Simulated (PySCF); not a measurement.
## Fe⁺: excitation energy

Fe⁺ [Ar] 3d6 4s1 (6D) → Fe⁺ [Ar] 3d6 4p1 (high-spin determinant), as a difference of total energies. All numbers are calculated (PySCF 2.14, the spin-free X2C one-electron Hamiltonian (Gaussian nucleus), in ANO-RCC-VTZP). Correlated levels: valence: [Ar] frozen; valence and next inner shell: [Ne] frozen. The calculations carry no spin-orbit coupling.

```
                                method  excitation energy (eV)
                                   UHF                   4.567
                                   LDA                   4.966
                                   PBE                   4.830
                                  PBE0                   4.782
                                r2SCAN                   4.864
                               LC-wPBE                   4.793
                                 B97-3                   4.740
                                 wB97X                   4.731
                         MP2 (valence)                   4.720
                     SCS-MP2 (valence)                   4.680
    MP2 (valence and next inner shell)                   4.804
SCS-MP2 (valence and next inner shell)                   4.766
```

Problem. How much does correlation contribute at MP2 (valence and next inner shell)?

Solution. 4.804 − (4.567) = 0.237 eV, measured against UHF.

A first-order spin-orbit estimate (lowest level to lowest level, LS coupling) adds 0.022 eV.

The basis was made for the ground configuration and has no added diffuse functions, so the excitation energy can come out too high.

The determinant of the upper state mixes LS terms, which raises its energy above the lowest term, most at the Hartree-Fock and MP2 levels.
